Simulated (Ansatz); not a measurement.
```yaml
crystal:
  periodic: [false, false, false]
  atoms:
    - {symbol: C, position_ang: [-1.129051, -1.979775, -0.073039]}
    - {symbol: C, position_ang: [-2.318108, -1.069683, 0.202299]}
    - {symbol: C, position_ang: [-2.506975, -0.810051, 1.639607]}
    - {symbol: N, position_ang: [-2.062144, 0.213534, -0.411985]}
    - {symbol: Hf, position_ang: [-0.658727, 1.198938, -1.523655]}
    - {symbol: Cl, position_ang: [-0.766682, 3.448473, -0.884103]}
    - {symbol: Cl, position_ang: [-1.066820, 0.931733, -3.840285]}
    - {symbol: N, position_ang: [1.145909, 0.372474, -1.215954]}
    - {symbol: C, position_ang: [2.037500, 0.269114, -0.122992]}
    - {symbol: C, position_ang: [1.426513, 1.070757, 1.058090]}
    - {symbol: C, position_ang: [3.377880, 0.766317, -0.447160]}
    - {symbol: H, position_ang: [-0.215505, -1.632827, 0.373804]}
    - {symbol: H, position_ang: [-1.008289, -2.222472, -1.101158]}
    - {symbol: H, position_ang: [-1.331923, -2.977014, 0.356054]}
    - {symbol: H, position_ang: [-3.249052, -1.521400, -0.219802]}
    - {symbol: H, position_ang: [-3.408468, -0.136300, 1.861819]}
    - {symbol: H, position_ang: [-1.662230, -0.452630, 2.133870]}
    - {symbol: H, position_ang: [-2.772093, -1.874025, 2.147475]}
    - {symbol: H, position_ang: [-2.896292, 0.827612, -0.368271]}
    - {symbol: H, position_ang: [1.522605, -0.123628, -1.975342]}
    - {symbol: H, position_ang: [2.092363, -0.791711, 0.223702]}
    - {symbol: H, position_ang: [0.463378, 0.687452, 1.303373]}
    - {symbol: H, position_ang: [2.062569, 0.993488, 1.960986]}
    - {symbol: H, position_ang: [1.378776, 2.096417, 0.847108]}
    - {symbol: H, position_ang: [3.393633, 1.823614, -0.723715]}
    - {symbol: H, position_ang: [3.832680, 0.189784, -1.317406]}
    - {symbol: H, position_ang: [4.111046, 0.566182, 0.412696]}
basis:
  gaussian: {orbitals: def2-SVPD, final_grid: {core_spheres: 8, valence_spheres: 7, degree: 23}}
hamiltonian: {xc: {name: wB97X}}
output: {forces: true}
```

```sh
$ ansatz run in.yaml --threads 11 --pin off --events-out ev --progress --plain --max-ram 174080MiB --backend cuda --devices 0, --max-vram 75GiB
```

Shortened log:

```
Functional definition: wB97X
3263 factors; their error is unknown
1173 factors; integrals over basis functions are off by at most 2.1e-5 eV
mean field evaluation 1: about -35793.1383 eV, gradient 7.4e1 eV
mean field evaluation 2: about -35789.8578 eV, gradient 8.7e1 eV
mean field evaluation 4: about -35805.8700 eV, gradient 2.9e0 eV
mean field evaluation 8: about -35805.9092 eV, gradient 1.1e-1 eV
mean field evaluation 16: about -35805.9328 eV, gradient 5.9e-4 eV
mean field -35805.93277907 eV, -1315.8437594980 hartree, gradient 3.8e-5 eV, S^2 0.000000; 0 other end points of the search recorded, 0 dependent functions left out
reference -35805.93272117 eV, -1315.8437573701 hartree; 56, 56 occupied and 321, 321 virtual orbitals, 3263 factors
Total energy: -35805.93272117 eV, -1315.8437573701 hartree
Atom 0 at    -1.129051    -1.979775    -0.073039 Å, force    -1.307099    -1.341411     1.114217 eV/Å
Atom 1 at    -2.318108    -1.069683     0.202299 Å, force     0.444485     0.388662    -1.165113 eV/Å
Atom 2 at    -2.506975    -0.810051     1.639607 Å, force    -4.066601    -3.213734     2.248907 eV/Å
Atom 3 at    -2.062144     0.213534    -0.411985 Å, force    -0.242066     1.298300    -1.430725 eV/Å
Atom 4 at    -0.658727     1.198938    -1.523655 Å, force    -0.379043    -0.690062     0.253843 eV/Å
Atom 5 at    -0.766682     3.448473    -0.884103 Å, force    -0.057177     0.743440     0.207318 eV/Å
Atom 6 at    -1.066820     0.931733    -3.840285 Å, force    -0.061965    -0.060024    -0.280853 eV/Å
Atom 7 at     1.145909     0.372474    -1.215954 Å, force    -1.156430     0.453902    -0.021792 eV/Å
Atom 8 at     2.037500     0.269114    -0.122992 Å, force    -1.296089     0.052195     2.454217 eV/Å
Atom 9 at     1.426513     1.070757     1.058090 Å, force     1.861501    -1.829595     0.382806 eV/Å
Atom 10 at     3.377880     0.766317    -0.447160 Å, force     3.359945    -0.977653    -0.285333 eV/Å
Atom 11 at    -0.215505    -1.632827     0.373804 Å, force     0.715163     0.479107     0.201677 eV/Å
Atom 12 at    -1.008289    -2.222472    -1.101158 Å, force     0.281818     0.264104    -1.432330 eV/Å
Atom 13 at    -1.331923    -2.977014     0.356054 Å, force     0.009678     0.149986     0.292173 eV/Å
Atom 14 at    -3.249052    -1.521400    -0.219802 Å, force     0.434120     0.107644     0.074919 eV/Å
Atom 15 at    -3.408468    -0.136300     1.861819 Å, force     1.186900    -0.733456    -0.369840 eV/Å
Atom 16 at    -1.662230    -0.452630     2.133870 Å, force     1.864630     0.929798     0.857560 eV/Å
Atom 17 at    -2.772093    -1.874025     2.147475 Å, force     0.492868     2.299735    -0.769248 eV/Å
Atom 18 at    -2.896292     0.827612    -0.368271 Å, force     0.407352    -0.433810     0.152785 eV/Å
Atom 19 at     1.522605    -0.123628    -1.975342 Å, force     0.509521    -0.849898    -1.680345 eV/Å
Atom 20 at     2.092363    -0.791711     0.223702 Å, force     0.102972     0.235503    -0.179972 eV/Å
Atom 21 at     0.463378     0.687452     1.303373 Å, force    -1.208099    -0.362065     0.331010 eV/Å
Atom 22 at     2.062569     0.993488     1.960986 Å, force    -0.155587    -0.162732    -0.199160 eV/Å
Atom 23 at     1.378776     2.096417     0.847108 Å, force    -0.248056     1.948368    -0.633748 eV/Å
Atom 24 at     3.393633     1.823614    -0.723715 Å, force    -0.057997     0.232398     0.083830 eV/Å
Atom 25 at     3.832680     0.189784    -1.317406 Å, force    -0.516899     0.581604     0.712865 eV/Å
Atom 26 at     4.111046     0.566182     0.412696 Å, force    -0.917845     0.489693    -0.919669 eV/Å
Dipole moment:     0.181262    -0.543309     0.476814 e Å
```

Run time 9.5 s (11 threads of an AMD EPYC 7R13 on a shared host and a whole NVIDIA H100 80 GB); peak host memory 1.8 GiB.
